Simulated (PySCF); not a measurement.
# [Hg2H5]−: from a saddle point downhill

PySCF 2.14.0, RKS B3LYP, Hg def2-SVP with ECP60, H def2-SVP; non-relativistic Hamiltonian with scalar-relativistic core potentials where named; density fitting; no spin-orbit coupling. Relaxed within the symmetry of its start, the geometry (D3h) is

```xyz
7

Hg    0.0000    0.0000    1.3542
Hg    0.0000    0.0000   -1.3542
H     1.5618    0.0000    0.0000
H    -0.7809    1.3526    0.0000
H    -0.7809   -1.3526    0.0000
H     0.0000    0.0000    3.0155
H     0.0000    0.0000   -3.0155
```

and its lowest harmonic modes are -408, -408, 147, 430, 430, 577 cm⁻¹ (negative: unstable). It was moved along the lowest mode and relaxed again.

(1) Where does it end, and how much lower?

(2) How do the contacts change?

(3) Is the end a minimum?

State: singlet.

Answers

(1) In C1, 0.989 eV lower, after 33 steps:
```xyz
7

Hg   -0.7914   -0.5003    1.8125
Hg    0.7754    0.4984   -1.8222
H     2.4482    0.2457   -1.6606
H     0.1366    0.0203    0.0647
H    -1.1751   -2.1253    1.4895
H    -0.6929    0.9605    2.6778
H    -0.7008    0.9007   -2.5618
```

(2) 
```tsv
contact	saddle (Å)	end (Å)
Hg1–H3 (H)	2.067	4.808
Hg1–H4 (H)	2.067	2.046
Hg1–H5 (H)	2.067	1.701
Hg1–H6 (H)	1.661	1.701
Hg2–H7 (H)	1.661	1.699
Hg2–H3 (H)	2.067	1.700
```


(3) Probably not: 1 of the modes stay unstable (below −25 cm⁻¹), though so soft as to be near the noise; lowest modes -41, 47, 98, 101, 408, 509 cm⁻¹.
